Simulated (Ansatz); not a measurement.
A nudged elastic band was laid between two geometries of CH5FGe + H2 (10 atoms, charge 0, multiplicity 1).

Theory: RKS PBE/def2-SVP in Ansatz 0.2.0.

```yaml
movable_images: 6
climbing_image: no
spring: 5.0 eV/Å²
optimiser: quadratic models (default)
start_path: through a guess of the saddle point
force_threshold: 0.05 eV/Å
iteration_limit: 60
end_points: relaxed
```

Initial state:

```xyz
10
Properties=species:S:1:pos:R:3
Ge -0.023 0.278 -0.598
F 0.012 -0.273 1.088
H 1.455 0.554 -0.985
C -1.130 1.886 -0.643
H -2.154 1.654 -0.290
H -0.693 2.669 0.006
H -1.189 2.273 -1.680
H -0.630 -0.894 -1.415
H 1.463 -2.632 2.485
H 1.093 -2.040 2.161
```

Final state:

```xyz
10
Properties=species:S:1:pos:R:3
Ge 0.067 -0.319 -0.711
F 0.937 0.437 2.255
H 1.554 0.005 -0.993
C -0.967 1.293 -0.288
H -2.045 1.054 -0.210
H -0.606 1.678 0.684
H -0.825 2.066 -1.068
H -0.531 -1.114 -1.901
H 0.023 -1.287 0.525
H 0.598 -0.337 1.837
```

(1) What changes between the two ends?

(2) What energy profile does the band end with?

(3) What is the geometry of the highest image?

Answers

(1) Bonds broken: Ge1–F2, H9–H10. Bonds formed: Ge1–H9, F2–H10. CH5FGe + H2 becomes CH6Ge + FH.

(2) It converged. The highest image is number 5 of 0 to 7, 19.5 kcal/mol above the first end and 10.2 kcal/mol above the last; the last end lies 9.3 kcal/mol above the first. No image climbed, so the highest image needn't sit at the top of the path. The orbitals stay closed-shell, which can raise the energy where a bond breaks towards radicals; this wasn't checked here.

```csv
image,path coordinate (Å),energy (kcal/mol),Ge1–F2 (Å),H9–H10 (Å),Ge1–H9 (Å)
0,0.00,0.0,1.77,0.77,4.49
1,1.23,0.0,1.77,0.77,4.34
2,2.47,0.2,1.77,0.77,4.02
3,3.70,1.2,1.78,0.77,3.40
4,4.93,19.4,1.85,0.79,2.33
5,6.16,19.5,2.56,1.38,1.63
6,7.39,10.6,3.07,1.66,1.57
7,8.63,9.3,3.18,1.72,1.57
```

(3) 
```xyz
10
Properties=species:S:1:pos:R:3:forces:R:3
Ge 0.281 -0.143 -0.464 -0.24 -0.30 -0.21
F 0.677 -0.054 2.063 -0.17 -0.16 0.58
H 1.774 0.302 -0.411 -0.18 -0.27 0.23
C -0.947 1.398 -0.388 -0.02 -0.08 0.00
H -1.597 1.316 0.504 -0.01 0.00 0.01
H -0.401 2.360 -0.325 0.08 -0.11 -0.01
H -1.577 1.403 -1.297 -0.06 0.03 0.00
H 0.119 -0.987 -1.742 -0.06 0.07 -0.53
H -0.291 -1.331 0.501 0.27 0.32 -0.36
H 0.166 -0.789 1.688 0.40 0.50 0.28
```

Run time: 5.2 min on 2 threads of Arm Neoverse V1 (shared host), peak memory 0.13 GiB.
